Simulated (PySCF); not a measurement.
A calculated (PBE0, PySCF 2.14, aug-cc-pVTZ with one added diffuse shell each of s, p, d, f, g type, the non-relativistic Hamiltonian (point nucleus)) atom or ion has these occupied shells.

```tsv
shell	electrons	orbital energy (eV)	rms radius, mean of both spins (bohr)
1s α	1	-4870.4	0.0812
1s β	1	-4870.4	0.0812
2s α	1	-539.84	0.355
2s β	1	-539.08	0.355
2p α	3	-449.56	0.322
2p β	3	-448.91	0.322
3s α	1	-63.107	1.10
3s β	1	-60.422	1.10
3p α	3	-38.829	1.20
3p β	3	-35.903	1.20
4s α	1	-4.461	4.03
3d α	3	-3.886	2.15
```

Problem. Name the element and its charge.

Solution. Ti (titanium, neutral), in [Ar] 3d3 4s1, high-spin 5F determinant (an excited configuration).
